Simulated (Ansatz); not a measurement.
Wavefunction ladder for C$_{3}$H$_{8}$AlF, SMILES `C[C](C)(F)[AlH2]`

```json
{"atom": "C1", "x (Å)": "0.005", "y (Å)": "-0.032", "z (Å)": "-1.454"}
{"atom": "C2", "x (Å)": "-0.010", "y (Å)": "0.389", "z (Å)": "0.002"}
{"atom": "C3", "x (Å)": "1.283", "y (Å)": "0.002", "z (Å)": "0.692"}
{"atom": "F4", "x (Å)": "-0.071", "y (Å)": "1.807", "z (Å)": "0.015"}
{"atom": "Al5", "x (Å)": "-1.623", "y (Å)": "-0.290", "z (Å)": "0.968"}
{"atom": "H6", "x (Å)": "0.039", "y (Å)": "-1.122", "z (Å)": "-1.540"}
{"atom": "H7", "x (Å)": "0.890", "y (Å)": "0.375", "z (Å)": "-1.959"}
{"atom": "H8", "x (Å)": "-0.878", "y (Å)": "0.326", "z (Å)": "-1.990"}
{"atom": "H9", "x (Å)": "1.388", "y (Å)": "-1.086", "z (Å)": "0.730"}
{"atom": "H10", "x (Å)": "1.327", "y (Å)": "0.385", "z (Å)": "1.715"}
{"atom": "H11", "x (Å)": "2.142", "y (Å)": "0.407", "z (Å)": "0.145"}
{"atom": "H12", "x (Å)": "-1.775", "y (Å)": "-1.865", "z (Å)": "1.138"}
{"atom": "H13", "x (Å)": "-2.716", "y (Å)": "0.705", "z (Å)": "1.539"}
```

The species carries charge 0 and has multiplicity 1. All single points use the PBE0-D4/def2-TZVP geometry. Frozen core, restricted reference, Ansatz 0.2.0. CBS rows extrapolate triple and quadruple zeta; past MP2 they add the triple-zeta difference.

| basis | HF (Eh) | MP2 corr. | CCSD corr. | (T) | CCSD(T) total |
| --- | --- | --- | --- | --- | --- |
| def2-SVP | -459.34704 | -0.67938 | -0.73778 | -0.01888 | -460.10370 |
| def2-TZVPP | -459.68620 | -0.85541 | -0.90459 | -0.03201 | -460.62280 |
| def2-QZVPP | -459.70328 | -0.91915 | – | – | – |
| CBS(def2) | -459.70564 | -0.96636 | -1.01554 | as TZ | -460.75319 |
